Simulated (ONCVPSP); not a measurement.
What one change does to a pseudopotential (cobalt (Co), ONCV)

Co, optimised norm-conserving Vanderbilt (ONCV), made with ONCVPSP 4.0.1 (PBEsol, scalar-relativistic). Core [Ne], reference 3s2 3p6 3d7 4s1.5 4p0.5. Waves: 3s+4s: rc 1.55 bohr, ncon 4, nbas 8, qcut 7.4 1/bohr, 2 projectors; 3p+4p: rc 1.25 bohr, ncon 3, nbas 7, qcut 8.9 1/bohr, 3 projectors, debl 0.5 Ha; 3d: rc 0.95 bohr, ncon 4, nbas 8, qcut 13.1 1/bohr, 2 projectors, debl 0.6 Ha. Local part: polynomial inside 0.60 bohr (lpopt 5, dvloc0 0 Ha). Core correction: Teter function, fcfact 5, rcfact 1.7.

Change: local potential polynomial inside 0.85 bohr (lpopt 3, dvloc0 0 Ha).

Cutoffs: the cutoffs (Ha) at which the residual kinetic energy of the hardest occupied pseudo-wave falls to 1 and 0.1 mHa per electron; they do not see the model core or the augmentation charge, which bear on the density cutoff. Errors are all-electron minus pseudo energies relative to the spin-unpolarised reference configuration.

Q: How do hardness, ghosts and transferability respond?

A: The potential gets neither clearly harder nor softer (82 Ha and 226 Ha → 82 Ha and 226 Ha); of the 4 tests that both files solve, the error grows in 3 and shrinks in 0 by more than 15 % and 0.3 meV (median size 0.6 → 3.1 meV); neither file shows a bound ghost.

```tsv
quantity	base	changed
cutoff, loose	82 Ha	82 Ha
cutoff, tight	226 Ha	226 Ha
bound ghosts	none	none
GHOST(+) flags under 300 eV	s at 164.6 eV	p at 133.7 eV
error for 3s2 3p6 3d7 4s2 4p0, meV [ΔE -2.16 eV]	+0.2	-0.7
error for 3s2 3p6 3d7 4s1 4p0, meV [ΔE 6.89 eV]	-0.4	-2.4
error for 3s2 3p6 3d7 4s0 4p0, meV [ΔE 23.59 eV]	-0.8	-3.8
error for 3s1 3p6 3d7 4s2 4p0, meV [ΔE 108.08 eV]	-288	-294
s: phases at 1.57 bohr within 0.05 rad from the reference energy up to (Ha; the scan ends near 5)	to the end of the scan	to the end of the scan
p: phases at 1.27 bohr within 0.05 rad from the reference energy up to (Ha; the scan ends near 5)	to the end of the scan	4.7
d: phases at 0.96 bohr within 0.05 rad from the reference energy up to (Ha; the scan ends near 5)	to the end of the scan	to the end of the scan
rms error of d²Exc/dni dnj with the model core, mHa	2.42	2.40
```
